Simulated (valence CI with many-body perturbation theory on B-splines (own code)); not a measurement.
Level structure of Sn XLIV

Level of theory: relativistic CI+MBPT: five valence electrons over a frozen Dirac-Fock core [He], radial functions for each j: 11 s, 11 p, 10 d, 8 f, 5 g, 2 h, with the one-electron correlation potential Σ1, the two-electron term Σ2, the three-electron term Σ3, Breit, model QED; selected CI, second order for the rest, scaled by the run's own slope (own B-spline code, finite nucleus).

The last digits are not significant, and no measured levels were compared; by estimate large intervals hold to a few tenths of a per cent, small ones and those within an open d or f shell to about a per cent. Among the levels kept, up to 7200 cm⁻¹ of a level comes from second order outside the variational space, and about a tenth of that is noise between levels of different J, which matters for small intervals.

Levels 1 to 45 of 202, with energies above the lowest level, (2s^2 2p1/2^2 2p3/2) J=3/2. "Leading %" is the weight of the configuration and term that name the level; weights of strongly mixed levels are sums over their largest components and can fall short. In the jj column 3d3/2^4 stands for four electrons in 3d with j = 3/2. Lifetimes count E1, E2, E3, M1 and M2 decay at the calculated energies, and are blank where another channel may lead or the interval is too uncertain; long ones can be off by a factor of two.

```
No.  Configuration  Term    J  E (Ry)  Leading %  Lifetime     Second component                     Leading jj
  1        2s2.2p3   2P°  3/2    0.00         45               29 % 2s2.2p3 4S°      2s^2 2p1/2^2 2p3/2 (99 %)
  2        2s2.2p3   4S°  3/2   16.55         54   8.43 ns     46 % 2s2.2p3 2D°      2s^2 2p1/2 2p3/2^2 (99 %)
  3        2s2.2p3   2D°  5/2   17.93        100   48.3 ns                          2s^2 2p1/2 2p3/2^2 (100 %)
  4        2s2.2p3   2P°  1/2   19.96        100   11.8 ns                          2s^2 2p1/2 2p3/2^2 (100 %)
  5         2s.2p4    4P  5/2   30.96         77   7.68 ps       23 % 2s.2p4 2D      2s 2p1/2^2 2p3/2^2 (99 %)
  6         2s.2p4    2S  1/2   35.48         58   1.98 ps       36 % 2s.2p4 4P      2s 2p1/2^2 2p3/2^2 (97 %)
  7         2s.2p4    2P  3/2   35.59         40   1.20 ps       36 % 2s.2p4 2D      2s 2p1/2^2 2p3/2^2 (96 %)
  8        2s2.2p3   2P°  3/2   36.58         54   4.00 ns     29 % 2s2.2p3 2D°            2s^2 2p3/2^3 (99 %)
  9         2s.2p4    4P  3/2   48.95         75   2.30 ps       18 % 2s.2p4 2D        2s 2p1/2 2p3/2^3 (98 %)
 10         2s.2p4    2D  5/2   51.14         77   2.33 ps       23 % 2s.2p4 4P        2s 2p1/2 2p3/2^3 (99 %)
 11         2s.2p4    2P  1/2   53.49         59    886 fs       36 % 2s.2p4 4P        2s 2p1/2 2p3/2^3 (95 %)
 12         2s.2p4    2P  3/2   54.34         53    855 fs       46 % 2s.2p4 2D        2s 2p1/2 2p3/2^3 (99 %)
 13            2p5   2P°  3/2   70.30         99    793 fs                              2p1/2^2 2p3/2^3 (99 %)
 14         2s.2p4    2S  1/2   71.34         37    969 fs       35 % 2s.2p4 2P              2s 2p3/2^4 (96 %)
 15            2p5   2P°  1/2   88.24        100    599 fs                               2p1/2 2p3/2^4 (100 %)
 16     2s2.2p2.3s    4P  1/2  285.12         49   29.2 fs   28 % 2s2.2p2.3s 2S         2s^2 2p1/2^2 3s (99 %)
 17     2s2.2p2.3p   2P°  1/2  289.48         43   2.86 ps  40 % 2s2.2p2.3p 4D°      2s^2 2p1/2^2 3p1/2 (99 %)
 18     2s2.2p2.3p   2P°  3/2  295.24         30   2.59 ps  23 % 2s2.2p2.3p 4D°      2s^2 2p1/2^2 3p3/2 (98 %)
 19     2s2.2p2.3d    2D  3/2  299.56         38   20.1 fs   35 % 2s2.2p2.3d 4F      2s^2 2p1/2^2 3d3/2 (99 %)
 20     2s2.2p2.3d    2D  5/2  301.53         31   3.94 fs   20 % 2s2.2p2.3d 4D      2s^2 2p1/2^2 3d5/2 (96 %)
 21     2s2.2p2.3s    4P  3/2  302.02         88   41.4 fs   10 % 2s2.2p2.3s 2P     2s^2 2p1/2 2p3/2 3s (99 %)
 22     2s2.2p2.3s    2P  1/2  302.50         67   19.1 fs   32 % 2s2.2p2.3s 4P     2s^2 2p1/2 2p3/2 3s (99 %)
 23     2s2.2p2.3s    2D  5/2  303.22         58   56.0 fs   38 % 2s2.2p2.3s 4P     2s^2 2p1/2 2p3/2 3s (96 %)
 24     2s2.2p2.3s    2D  3/2  303.48         61   20.2 fs   36 % 2s2.2p2.3s 2P     2s^2 2p1/2 2p3/2 3s (99 %)
 25     2s2.2p2.3p   4P°  1/2  306.35         45   3.62 ps  29 % 2s2.2p2.3p 4D°  2s^2 2p1/2 2p3/2 3p1/2 (99 %)
 26     2s2.2p2.3p   4D°  3/2  306.74         55   3.97 ps  23 % 2s2.2p2.3p 2D°  2s^2 2p1/2 2p3/2 3p1/2 (99 %)
 27     2s2.2p2.3p   2F°  5/2  307.56         44   2.94 ps  32 % 2s2.2p2.3p 2D°  2s^2 2p1/2 2p3/2 3p1/2 (99 %)
 28     2s2.2p2.3p   2P°  3/2  309.16         40    794 fs  26 % 2s2.2p2.3p 2D°  2s^2 2p1/2 2p3/2 3p1/2 (97 %)
 29     2s2.2p2.3p   4D°  5/2  311.48         48    794 fs  32 % 2s2.2p2.3p 4P°  2s^2 2p1/2 2p3/2 3p3/2 (92 %)
 30     2s2.2p2.3p   4P°  1/2  311.89         35   2.17 ps  33 % 2s2.2p2.3p 2P°  2s^2 2p1/2 2p3/2 3p3/2 (98 %)
 31     2s2.2p2.3p   2D°  3/2  312.29         51   2.23 ps  27 % 2s2.2p2.3p 4P°  2s^2 2p1/2 2p3/2 3p3/2 (99 %)
 32     2s2.2p2.3p   2F°  7/2  312.77         60   3.23 ps  39 % 2s2.2p2.3p 4D°  2s^2 2p1/2 2p3/2 3p3/2 (99 %)
 33     2s2.2p2.3p   2P°  3/2  313.13         37    193 fs  23 % 2s2.2p2.3p 4S°  2s^2 2p1/2 2p3/2 3p3/2 (90 %)
 34     2s2.2p2.3p   2D°  5/2  313.79         48    236 fs  16 % 2s2.2p2.3p 2F°  2s^2 2p1/2 2p3/2 3p3/2 (81 %)
 35      2s.2p3.3s   6S°  5/2  314.77         31   94.3 fs   31 % 2s.2p3.3s 4P°     2s 2p1/2^2 2p3/2 3s (71 %)
 36     2s2.2p2.3p   2P°  1/2  314.79         83    354 fs   8 % 2s2.2p2.3p 4D°  2s^2 2p1/2 2p3/2 3p3/2 (96 %)
 37      2s.2p3.3s   4S°  3/2  315.98         33   25.7 fs   30 % 2s.2p3.3s 2P°     2s 2p1/2^2 2p3/2 3s (88 %)
 38     2s2.2p2.3d    4F  3/2  316.54         43   10.8 fs   30 % 2s2.2p2.3d 2P  2s^2 2p1/2 2p3/2 3d3/2 (98 %)
 39     2s2.2p2.3d    4F  5/2  316.68         55   23.9 fs   37 % 2s2.2p2.3d 2F  2s^2 2p1/2 2p3/2 3d3/2 (97 %)
 40     2s2.2p2.3d    4D  1/2  316.78         80   22.3 fs   14 % 2s2.2p2.3d 2P  2s^2 2p1/2 2p3/2 3d3/2 (99 %)
 41     2s2.2p2.3d    4F  7/2  317.54         45    840 fs   40 % 2s2.2p2.3d 2G  2s^2 2p1/2 2p3/2 3d3/2 (82 %)
 42     2s2.2p2.3d    4D  7/2  317.86         50    140 fs   27 % 2s2.2p2.3d 2F  2s^2 2p1/2 2p3/2 3d5/2 (87 %)
 43     2s2.2p2.3d    2F  5/2  317.99         29   3.03 fs   27 % 2s2.2p2.3d 4P  2s^2 2p1/2 2p3/2 3d3/2 (65 %)
 44     2s2.2p2.3d    2D  3/2  318.32         36   4.13 fs   33 % 2s2.2p2.3d 4D  2s^2 2p1/2 2p3/2 3d3/2 (59 %)
 45     2s2.2p2.3d    4P  3/2  318.82         32   3.53 fs   28 % 2s2.2p2.3d 2P  2s^2 2p1/2 2p3/2 3d5/2 (60 %)
```

The ionisation energy to 2s2.2p2 3P_0 of the next ion comes out as 7074.2 eV (NIST: 7080 ± 50 eV (semi-empirical)). All 202 levels together are meant to be complete up to 362.05 Ry.
